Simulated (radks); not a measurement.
The numbers below are computed, except where a source is named.
Numerical settings for the oxygen ion O3+, [He] 2s2 2p1. Level of theory: non-relativistic Kohn-Sham, PBE, spin-polarised, spherical densities, point nucleus; open shells are filled with parallel spins first (a radial shooting solver on a logarithmic mesh with Libxc functionals). The defaults (mesh step 0.008 in ln r, mesh end at 40 bohr or more with all orbitals vanishing there, Anderson mixing 0.5 over 9 steps, residual threshold near 1e-9 with the energy settled to 1e-9 hartree or 1e-11 of itself, here a cap of 55 iterations) give E = -71.1541 hartree and 2p at -66.268 eV in 13 iterations. Run on one thread of a shared host, so times are rough (Intel(R) Xeon(R) Platinum 8559C): 0.06 s of CPU time, 0.06 s wall, 13 iterations on 2476 mesh points. Changes against that run (0 stands for a change within the tolerance of the run):

setting	iterations	converged	E (mhartree)	e(2p) (meV)	CPU (s)
mesh step in ln r 0.005	13	yes	0	0	0.09
mesh step in ln r 0.2	55	no	-3.2e+05	-	0.07
mesh step in ln r 0.05	13	yes	-0.000499	-0.00304	0.02
mesh end (bohr) 1	13	level above zero	+1.16e+04	+1.05e+05	0.05
mesh end (bohr) 5	13	yes	+0.00456	+0.323	0.06
residual threshold 1e-13	55	no	0	0	0.18
residual threshold 0.001	8	yes	0	-0.15	0.05
mixing 2.5	13	yes	0	0	0.06
linear mixing, mixing 0.05	55	no	+0.285	-1.32e+03	0.2
linear mixing, mixing 0.8	15	yes	0	0	0.06
mixing history 2	21	yes	0	0	0.07
iteration cap 8	8	no	0	0	0.03

Settled on a wrong energy, with an occupied level pushed above zero by the early mesh end: mesh end (bohr) 1 (+11.6 hartree). Apart from these: no run marked as converged misses the energy by more than 1 mhartree. A mesh that ends early acts as a hard wall.
